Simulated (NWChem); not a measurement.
System: HfH$_{2}$S$_{2}$F$_{2}$; SMILES [F][Hf]([F])([SH])[SH]

Input file for NWChem:

```
start job
memory heap 200 mb stack 900 mb global 1100 mb
geometry units angstroms noautoz
  Hf     0.000000     0.000000     0.601294
  F      0.000000    -1.500075     1.767713
  F      0.000000     1.500075     1.767713
  S      1.985151     0.000000    -0.820957
  H      2.841215     0.000000     0.228778
  S     -1.985151     0.000000    -0.820957
  H     -2.841215     0.000000     0.228778
end
basis spherical
  Hf library def2-svp
  F library def2-svp
  S library def2-svp
  H library def2-svp
end
ecp
  Hf library def2-ecp
end
dft
  xc m06-2x
  grid coarse
  iterations 150
  mulliken
end
task dft gradient
```

NWChem printed, in part:

```
             Northwest Computational Chemistry Package (NWChem) 7.3.0
             --------------------------------------------------------

 C2V symmetry detected

                             Geometry "geometry" -> ""
                             -------------------------

 Output coordinates in angstroms (scale by  1.889725989 to convert to a.u.)

  No.       Tag          Charge          X              Y              Z
 ---- ---------------- ---------- -------------- -------------- --------------
    1 Hf                  72.0000     0.00000000     0.00000000     0.20372195
    2 F                    9.0000     0.00000000    -1.50007500     1.37014095
    3 F                    9.0000     0.00000000     1.50007500     1.37014095
    4 S                   16.0000     1.98515100     0.00000000    -1.21852905
    5 H                    1.0000     2.84121500     0.00000000    -0.16879405
    6 S                   16.0000    -1.98515100     0.00000000    -1.21852905
    7 H                    1.0000    -2.84121500     0.00000000    -0.16879405

 Effective nuclear repulsion energy (a.u.)    1041.4399296276

      Symmetry information
      --------------------

 Group name             C2v
 Group number             16
 Group order               4
 No. of unique centers     4

                                 NWChem DFT Module
                                 -----------------

 Summary of "ao basis" -> "ao basis" (spherical)
 ------------------------------------------------------------------------------
       Tag                 Description            Shells   Functions and Types
 ---------------- ------------------------------  ------  ---------------------
 Hf                         def2-svp                12       32   6s3p2d1f
 F                          def2-svp                 6       14   3s2p1d
 S                          def2-svp                 8       18   4s3p1d
 H                          def2-svp                 3        5   2s1p

      Symmetry analysis of basis
      --------------------------

        a1         42
        a2         13
        b1         28
        b2         23

            General Information
            -------------------
          SCF calculation type: DFT
          Wavefunction type:  closed shell.
          No. of atoms     :     7
          No. of electrons :    64
           Alpha electrons :    32
            Beta electrons :    32
          Charge           :     0
          Spin multiplicity:     1
          Use of symmetry is: on ; symmetry adaption is: on
          Maximum number of iterations: 150
          AO basis - number of functions:   106
                     number of shells:    46
          Convergence on energy requested:  1.00D-06
          Convergence on density requested:  1.00D-05
          Convergence on gradient requested:  5.00D-04

              XC Information
              --------------
                       M06-2X Method XC Functional
                     Hartree-Fock (Exact) Exchange  0.540
                        M06-2X Exchange Functional  1.000
                      M06-2X Correlation Potential  1.000

             Grid Information
             ----------------
          Grid used for XC integration:  coarse
          Radial quadrature: Mura-Knowles
          Angular quadrature: Lebedev.
          Tag              B.-S. Rad. Rad. Pts. Rad. Cut. Ang. Pts.
          ---              ---------- --------- --------- ---------
          Hf                  1.55      104           9.0       302
          F                   0.50       35          10.0       302
          S                   1.00       70          12.0       302
          H                   0.35       35          13.0       302
          Grid pruning is: on
          Number of quadrature shells:   244
          Spatial weights used:  Erf1

      Superposition of Atomic Density Guess
      -------------------------------------

 Sum of atomic energies:       -1046.21645794

      Non-variational initial energy
      ------------------------------

 Total energy =   -1041.875983
 1-e energy   =   -2059.051626
 2-e energy   =     714.711720
 HOMO         =      -0.336488
 LUMO         =      -0.012114

      Symmetry analysis of molecular orbitals - initial
      -------------------------------------------------

  Numbering of irreducible representations:

     1 a1          2 a2          3 b1          4 b2

  Orbital symmetries:

     1 a1          2 b1          3 a1          4 b2          5 a1
     6 b1          7 a1          8 b1          9 a1         10 b1
    11 b2         12 a2         13 a1         14 b2         15 a1
    16 b1         17 a1         18 b2         19 a1         20 b1
    21 a1         22 b2         23 a1         24 a2         25 b1
    26 b2         27 a1         28 b1         29 a1         30 b1
    31 b2         32 a2         33 a1         34 a1         35 b1
    36 a1         37 b2         38 a2         39 a1         40 b1
    41 b1         42 b2

     ---------------------------------------------
      Total Density - Mulliken Population Analysis
     ---------------------------------------------

[...]

                         DFT ENERGY GRADIENTS

    atom               coordinates                        gradient
                 x          y          z           x          y          z
   1 Hf      0.000000   0.000000   0.384979    0.000000   0.000000  -0.000230
   2 F       0.000000  -2.834731   2.589191    0.000000   0.000516  -0.000414
   3 F       0.000000   2.834731   2.589191   -0.000000  -0.000516  -0.000414
   4 S       3.751391   0.000000  -2.302686   -0.000039   0.000000   0.000351
   5 H       5.369118   0.000000  -0.318974    0.000525   0.000000   0.000179
   6 S      -3.751391   0.000000  -2.302686    0.000039   0.000000   0.000351
   7 H      -5.369118   0.000000  -0.318974   -0.000525   0.000000   0.000179
```

Level: M06-2X/def2-SVP with def2 effective core potentials on Hf. Geometry: optimised at PBE0/def2-SVP. No frequency run checked for a minimum. def2 effective core potentials on Hf; no spin-orbit coupling.
